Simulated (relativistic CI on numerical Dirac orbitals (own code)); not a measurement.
## Ta4+: resonant inelastic scattering at the L2,3 edge

Computed with this model: Dirac-Coulomb-Breit CI, orbitals from a KLI potential per configuration, model QED, valence Slater integrals scaled by 0.8, Kramers-Heisenberg scattering through one core-hole configuration in a parametric crystal field; configurations [Xe] 4f14 5d → [He] 2s2 2p5 3s2 3p6 3d10 4s2 4p6 4d10 4f14 5s2 5p6 5d2; 300 K; core-hole width 5 eV; summed over polarisations. Incident energies are the highest absorption maxima for each field (at most a few, so the weaker spin-orbit partner edge can be absent), on the computed scale of the free ion. Intensities are in per cent of the strongest line above 0.02 eV; levels within 1 cm⁻¹ are merged; final levels count from the ground level, the first row holds all elastic scattering, lines under 0.4 are left out and each table stops after 24 rows. The scale of the Slater integrals is a model choice and moves the terms in proportion.

Field parameters in Wybourne normalisation: Oh B⁴₀ = 21Dq, B⁴₄ = √(5/14) B⁴₀. The field is a parameter set, without covalency.

S is read from ⟨S²⟩ = S(S + 1).

Oh, 10Dq = 8500 cm⁻¹:

```tsv
Final level (eV)	Degeneracy	Irrep	S	9882.1 eV	11137.7 eV
0.000	4	Γ8	0.50	3516.2	569.7
0.538	2	Γ7	0.50	85.2	3.9
1.398	4	Γ8	0.50	100.0	32.5
```

Oh, 10Dq = 19200 cm⁻¹:

```csv
Final level (eV),Degeneracy,Irrep,S,9882.4 eV,11137.5 eV
0.000,4,Γ8,0.50,2749.4,473.3
0.489,2,Γ7,0.50,83.0,3.8
2.627,4,Γ8,0.50,100.0,32.4
```

For the first field the strongest loss at the lowest incident energy is the level at 1.40 eV (S = 0.50, against 0.50 in the thermal ground state).
